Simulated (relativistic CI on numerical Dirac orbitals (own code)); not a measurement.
**What each ingredient does to the levels of Nb XXX**

Base calculation: Dirac-Coulomb-Breit CI, orbitals from a KLI potential per configuration, a model potential for QED, unscaled Slater integrals.

Configuration list (outside the closed core [Ne]): 3s², 3s3p, 3p², 3s3d, 3d², 3p3d, 3p4s, 3d4s, 3s4s, 3s4p, 3s4d, 3s4f, 3s5s, 3s5p, 3s5d, 4s². Levels of other configurations are missing.

Variants: (1) P86 correlation estimate; (2) configuration mixing switched off; (3) Breit term removed. Shifts of the energy above 3s² ¹S0, in cm⁻¹, for the lowest level and the first level of each name with at least 55 % of one term (blank where a level changes its place among those of its configuration and J or its character, or is not in the variant):

```csv
Level,Base,Δ(1),Δ(2),Δ(3)
3s² ¹S0,0,0,0,0
3s3p ³P°0,469567,+1606,-23974,-3825
3s3p ³P°1,505016,+1607,-22118,-3169
3s3p ³P°2,657277,+1606,-23659,-91
3s3p ¹P°1,824437,+1616,-1777,-480
3p² ³P0,1131694,+3086,-25246,-7301
3p² ¹D2,1269935,+2830,,-2729
3p² ³P1,1276813,+3106,-22931,-4133
3p² ³P2,1441385,+2754,,+33
3s3d ³D1,1480701,+1112,-27525,+1699
3s3d ³D2,1495499,+1164,-31093,+2736
3s3d ³D3,1518205,+1112,-27539,+4248
3p² ¹S0,1585555,+3038,-22334,-1116
3s3d ¹D2,1676166,+1679,-111964,+2009
```

At this charge energies of transitions that change n are usually good to better than 1 %, and those within a shell (Δn = 0) to a few per cent.

Ionisation energy from the two ground configurations alone: base 1619.87 eV; P86 correlation estimate 1620.89 eV; Breit term removed 1620.6 eV. The NIST ASD value (semi-empirical) is 1625.9 eV.

LS names give the leading component of a level, which can be under half, so a name can repeat, a term be missing and a line seem to break the LS rules.
